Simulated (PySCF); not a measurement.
HSE06 on Ni (nickel, neutral), [Ar] 3d8 4s2, high-spin 3F determinant. All numbers are calculated (PySCF 2.14, no relativity, point nucleus, in STO-3G (4s3p1d, 18 functions)).

```
cycle= 1 E= -1490.63616914342  delta_E= -0.00354  |g|= 0.00737  |ddm|= 0.0724
cycle= 2 E= -1490.63619203197  delta_E= -2.29e-05  |g|= 0.000628  |ddm|= 0.00587
cycle= 3 E= -1490.6361921982  delta_E= -1.66e-07  |g|= 3.64e-06  |ddm|= 0.000458
cycle= 4 E= -1490.63619219821  delta_E= -7.28e-12  |g|= 8.09e-09  |ddm|= 3.06e-06
converged SCF energy = -1490.63619219821  <S^2> = 2.0003721  2S+1 = 3.0002481
```

Highest occupied orbital energy: 17.007 eV; ⟨L²⟩ = 12.00; populations by l: s 8.00, p 12.00, d 8.00.

Question: Can this result be used?

Answer: Not for this state. The calculation finished and met its thresholds. At HSE06 the highest occupied level has a positive energy, so only the finite basis holds that electron; for this excited configuration the basis is too tight for the outer shell.
